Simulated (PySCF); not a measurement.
Level of theory: TPSSh-D3(BJ)/def2-TZVP // B3LYP-D3(BJ)/def2-TZVP run with PySCF. All species are isolated molecules in the gas phase. One relaxed conformer stands for a flexible species; it need not be the lowest. Excitations are Tamm–Dancoff values on a coarser integration grid. The basis has no diffuse functions, so Rydberg states are missing or too high.

Reference species (SMILES): `S=c1ccc1=S` (neutral, multiplicity 1).

```yaml
S1 excitation (TDA): 2.05 eV
LUMO: -3.37 eV
T1 excitation (TDA): 1.67 eV
S1–T1 gap (TDA): 0.38 eV
```

Changed species: `S=C=C=CC=S` (C–C–C–S torsion 180°).

Q: Give the shifts of the S1 excitation (TDA), LUMO, T1 excitation (TDA) and S1–T1 gap (TDA).

A: the S1 excitation (TDA) falls by 1.07 eV, to 0.98 eV; the LUMO falls by 1.33 eV, to -4.70 eV; the T1 excitation (TDA) falls by 1.05 eV, to 0.62 eV; the S1–T1 gap (TDA) falls by 0.02 eV, to 0.36 eV.
